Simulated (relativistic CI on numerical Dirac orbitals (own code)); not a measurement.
# Gd4+ (4f6) in a crystal field

Calculated by Dirac-Coulomb-Breit CI, separate exchange-only KLI orbitals for each configuration, model QED (radiative potential, 1s self-energy scaled to tabulated hydrogen-like ionisation energies), valence Slater integrals scaled by 0.75, one configuration in a parametric crystal field (own radial code).

Field parameters in Wybourne normalisation. The field is a parameter set, without covalency.

S and J are read from ⟨S²⟩ = S(S + 1) and ⟨J²⟩ = J(J + 1) of each level; they are not fictitious spins.

C2v, B20 = 460, B22 = -440, B40 = -1200, B42 = 490, B44 = 820, B60 = 610, B62 = -300, B64 = 50, B66 = 340 cm⁻¹, the lowest 16 levels:

| E (cm⁻¹) | Degeneracy | S | J |
| --- | --- | --- | --- |
| 0.0 | 1 | 2.89 | 0.15 |
| 439 | 1 | 2.92 | 1.04 |
| 645 | 1 | 2.92 | 1.05 |
| 646 | 1 | 2.92 | 1.09 |
| 1354 | 1 | 2.95 | 2.03 |
| 1388 | 1 | 2.95 | 2.02 |
| 1504 | 1 | 2.95 | 2.09 |
| 1600 | 1 | 2.95 | 2.02 |
| 1661 | 1 | 2.95 | 2.05 |
| 2520 | 1 | 2.97 | 3.03 |
| 2612 | 1 | 2.96 | 3.02 |
| 2627 | 1 | 2.96 | 3.03 |
| 2643 | 1 | 2.96 | 2.98 |
| 2651 | 1 | 2.96 | 3.01 |
| 2666 | 1 | 2.96 | 3.02 |
| 2724 | 1 | 2.96 | 3.01 |

C2v, B20 = 80, B22 = -190, B40 = -230, B42 = -480, B44 = 900, B60 = -1040, B62 = -520, B64 = -310, B66 = -430 cm⁻¹, the lowest 16 levels:

```
E (cm⁻¹)  Degeneracy     S     J
     0.0           1  2.89  0.11
     506           1  2.92  1.07
     593           1  2.92  1.04
     619           1  2.92  1.03
    1353           1  2.95  2.02
    1475           1  2.95  2.01
    1482           1  2.95  2.06
    1551           1  2.95  2.03
    1597           1  2.95  2.05
    2536           1  2.97  3.04
    2556           1  2.96  3.04
    2558           1  2.97  3.05
    2623           1  2.96  3.02
    2630           1  2.96  3.01
    2641           1  2.96  3.01
    2715           1  2.96  3.01
```

The next free-ion level lies 575 cm⁻¹ above the lowest; the ground level cannot split, and the field only mixes in higher J.

Levels of this model without a field, named by their leading LS term (the scale mimics covalency, so terms lie below those of the real free ion): 7F_0 0, 7F_1 575, 7F_2 1498, 7F_3 2606, 7F_4 3800, 7F_5 5018, 7F_6 6215, 5D_0 15361 cm⁻¹.
